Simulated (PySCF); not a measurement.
1,1,1-trifluoropropane (C3H5F3), SMILES CCC(F)(F)F.

The structure is a stationary point at PBE-D3(BJ)/def2-SVP.

Level of theory: PBE-D3(BJ)/def2-SVP in PySCF.

No scaling factor is applied to the harmonic values.

```
mode  ν (cm⁻¹)  IR (km/mol)  moving atoms (share of kinetic energy)
----  --------  -----------  --------------------------------------
1          103          0.1                  H 37 %, C 33 %, F 30 %
2          220          1.0                  F 47 %, C 34 %, H 19 %
3          221          0.0                          H 86 %, F 11 %
4          362          0.5                  F 55 %, H 28 %, C 17 %
5          400          4.3                  F 59 %, C 30 %, H 11 %
6          525          0.5                          F 82 %, H 10 %
7          537          5.7                          F 74 %, C 21 %
8          608          7.2                  F 54 %, C 33 %, H 14 %
9          773          0.0                          H 80 %, C 14 %
10         793          0.2                  F 67 %, C 20 %, H 13 %
11         968         33.2                          H 63 %, C 29 %
12         998         88.7                  H 53 %, C 30 %, F 17 %
13        1061         21.0                          C 65 %, H 30 %
14        1164        216.3                  C 69 %, F 16 %, H 15 %
15        1166         89.9                          C 55 %, H 39 %
16        1233        151.9                   C 65 %, H 26 %, F 9 %
17        1275         88.7                          H 61 %, C 35 %
18        1347         47.9                          H 66 %, C 32 %
19        1358         28.9                          C 50 %, H 49 %
20        1403          5.9                           H 91 %, C 9 %
21        1418          3.7                                  H 97 %
22        1439         29.7                          H 90 %, C 10 %
23        2989         12.5                                  H 97 %
24        3004         10.7                                  H 94 %
25        3056          1.7                          H 90 %, C 10 %
26        3084         12.6                          H 90 %, C 10 %
27        3085          9.9                          H 90 %, C 10 %
```
